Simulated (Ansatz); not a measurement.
Pulling on the C4–H5 bond in CH4OPb (SMILES C[O][PbH]) (multiplicity 1 held, fragments rigid). Energies count from the point at 1.096 Å.
Geometry at that point (charge 0, multiplicity 1):
```xyz
7

Pb    -0.18088    -0.24648     0.34041
H     -1.22800    -0.74184    -1.13818
O      1.00529     1.06933    -0.77911
C      0.89711     1.34866    -2.15569
H      0.71053     2.41845    -2.30634
H      1.83700     1.10003    -2.66239
H      0.08796     0.78793    -2.63935
```

Restricted levels (R-, RO-) in cc, def2 and unpolarised 6-31G sets keep to the state of the molecule at rest. U- levels take the lowest unrestricted solution at each point, which mixes spins at long bonds. Active spaces are followed from a long bond inwards. Curves can end on different states.

Cores are frozen in the correlated methods. Filled d and f shells under p-block atoms count as core.

The values were computed with Ansatz (Gaussian basis) for Hartree–Fock, density functionals and correlated methods. Each number belongs to the level named beside it. In def2 rows elements past Kr take small-core potentials, without spin–orbit coupling.

Energies in kJ/mol.

```json
[
 {"R (Å)": "0.877", "R-MP2/def2-SVP": "132", "U-MP2/def2-SVP": "132", "FIC-MRCISD on CASSCF(2,2)/def2-SVP": "134", "FIC-MRCISD+Q on CASSCF(2,2)/def2-SVP": "134"},
 {"R (Å)": "0.987", "R-MP2/def2-SVP": "28", "U-MP2/def2-SVP": "28", "FIC-MRCISD on CASSCF(2,2)/def2-SVP": "29", "FIC-MRCISD+Q on CASSCF(2,2)/def2-SVP": "29"},
 {"R (Å)": "1.096", "R-MP2/def2-SVP": "0", "U-MP2/def2-SVP": "0", "FIC-MRCISD on CASSCF(2,2)/def2-SVP": "0", "FIC-MRCISD+Q on CASSCF(2,2)/def2-SVP": "0"},
 {"R (Å)": "1.206", "R-MP2/def2-SVP": "14", "U-MP2/def2-SVP": "14", "FIC-MRCISD on CASSCF(2,2)/def2-SVP": "12", "FIC-MRCISD+Q on CASSCF(2,2)/def2-SVP": "12"},
 {"R (Å)": "1.316", "R-MP2/def2-SVP": "49", "U-MP2/def2-SVP": "49", "FIC-MRCISD on CASSCF(2,2)/def2-SVP": "45", "FIC-MRCISD+Q on CASSCF(2,2)/def2-SVP": "45"},
 {"R (Å)": "1.480", "R-MP2/def2-SVP": "117", "U-MP2/def2-SVP": "117", "FIC-MRCISD on CASSCF(2,2)/def2-SVP": "109", "FIC-MRCISD+Q on CASSCF(2,2)/def2-SVP": "110"},
 {"R (Å)": "1.645", "R-MP2/def2-SVP": "190", "U-MP2/def2-SVP": "190", "FIC-MRCISD on CASSCF(2,2)/def2-SVP": "175", "FIC-MRCISD+Q on CASSCF(2,2)/def2-SVP": "176"},
 {"R (Å)": "1.919", "R-MP2/def2-SVP": "300", "U-MP2/def2-SVP": "334", "FIC-MRCISD on CASSCF(2,2)/def2-SVP": "269", "FIC-MRCISD+Q on CASSCF(2,2)/def2-SVP": "270"},
 {"R (Å)": "2.193", "R-MP2/def2-SVP": "388", "U-MP2/def2-SVP": "389", "FIC-MRCISD on CASSCF(2,2)/def2-SVP": "336", "FIC-MRCISD+Q on CASSCF(2,2)/def2-SVP": "337"},
 {"R (Å)": "2.522", "R-MP2/def2-SVP": "467", "U-MP2/def2-SVP": "413", "FIC-MRCISD on CASSCF(2,2)/def2-SVP": "385", "FIC-MRCISD+Q on CASSCF(2,2)/def2-SVP": "386"},
 {"R (Å)": "2.960", "R-MP2/def2-SVP": "535", "U-MP2/def2-SVP": "423", "FIC-MRCISD on CASSCF(2,2)/def2-SVP": "414", "FIC-MRCISD+Q on CASSCF(2,2)/def2-SVP": "416"},
 {"R (Å)": "3.508", "R-MP2/def2-SVP": "576", "U-MP2/def2-SVP": "426", "FIC-MRCISD on CASSCF(2,2)/def2-SVP": "426", "FIC-MRCISD+Q on CASSCF(2,2)/def2-SVP": "428"}
]
```

Doubts at one or more of the structures used: a restricted determinant that unrestricted orbitals would lower (R-MP2/def2-SVP); a spin-contaminated determinant (U-MP2/def2-SVP).

Ansatz is an electronic-structure program.
